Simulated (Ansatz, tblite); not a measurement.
Cost and result up the ladder for Al₁₀As₁₀H₃₀, a nanocrystal cut from zinc blende AlAs (hydrogen-capped) (50 atoms). Charge 0, multiplicity 1. Geometry: r2SCAN-D4/def2-SVP.

Cartesian coordinates in Å:
```
Al -1.790 2.444 0.875
Al -0.526 -0.071 4.563
Al -2.917 -1.110 -0.442
Al -0.983 -3.386 2.466
Al 2.087 2.980 2.327
Al -0.758 1.266 -2.781
Al 3.391 2.775 -1.371
Al 1.028 -0.490 0.448
Al 0.246 -4.190 -1.848
Al 2.509 -1.304 -3.262
As -1.790 1.756 3.295
As 0.155 3.993 1.028
As -1.048 0.501 -0.452
As 0.485 -1.384 2.676
As -3.052 -2.043 1.867
As -2.103 -3.224 -1.539
As 2.683 1.329 0.558
As 1.317 2.686 -2.865
As 0.188 -0.650 -4.064
As 1.695 -2.272 -1.115
H -3.174 3.082 0.430
H 0.537 0.605 5.526
H -1.729 -0.975 5.104
H -4.274 -0.579 -1.069
H -1.149 -4.186 3.826
H -0.795 -4.115 1.054
H 1.223 2.319 3.502
H 3.244 4.034 2.603
H -2.018 1.989 -3.420
H 3.312 4.272 -0.816
H 4.643 2.228 -2.177
H 0.398 -5.500 -0.965
H 0.368 -4.213 -3.443
H 3.097 0.172 -3.072
H 3.190 -2.382 -4.208
H -1.592 3.060 4.031
H -3.260 1.596 3.617
H -0.381 5.244 1.683
H 0.498 4.589 -0.315
H 1.802 -1.919 3.191
H -3.474 -0.997 2.868
H -4.311 -2.877 1.886
H -2.973 -4.298 -0.929
H -2.778 -3.200 -2.893
H 3.943 0.661 1.061
H 0.773 4.094 -2.983
H 1.779 2.557 -4.297
H 0.179 -0.203 -5.507
H -0.812 -1.774 -4.183
H 2.915 -2.890 -0.471
```

Ansatz on 5 threads of AMD EPYC 7R13 on a shared host and a share (37 GiB) of an NVIDIA H100 80GB HBM3; xTB runs through tblite on one thread. Times are rough, summed over both states, and most runs start from the orbitals of an earlier one. PBE0-D4/def2-SVP serves as the yardstick here, not as an exact answer. The other state is a doublet.

The xTB rows come from tblite. Correlated methods freeze 140 core orbitals; core or outer-core shells of As are correlated, in sets that lack core-valence functions. Single mean-field runs in def2-SVP are fitted with def2-universal-jkfit.

Run but left out: PBE-D4/def2-SVP (charge +1 doublet: an occupied level 0.04 eV above an empty one).

Correlated methods converge slowly with the basis, most of all in double-zeta sets.

Raw xTB energies of ions are shifted by several eV.

```csv
level,functions,wall time
GFN2-xTB,210,1 s
GFN1-xTB,240,1.2 s
PBE0-D4/def2-SVP (with forces),650,65 s
PBE-QIDH/def2-SVP,650,80 s
```

**Question.** Estimate what each level gives for the vertical IE (eV).

**Answer.** 
| level | vertical IE (eV) | difference from PBE0-D4/def2-SVP (eV) |
| --- | --- | --- |
| GFN2-xTB | 11.11 | 2.78 |
| GFN1-xTB | 11.77 | 3.44 |
| PBE0-D4/def2-SVP (with forces) | 8.33 | 0.00 |
| PBE-QIDH/def2-SVP | 8.86 | 0.52 |
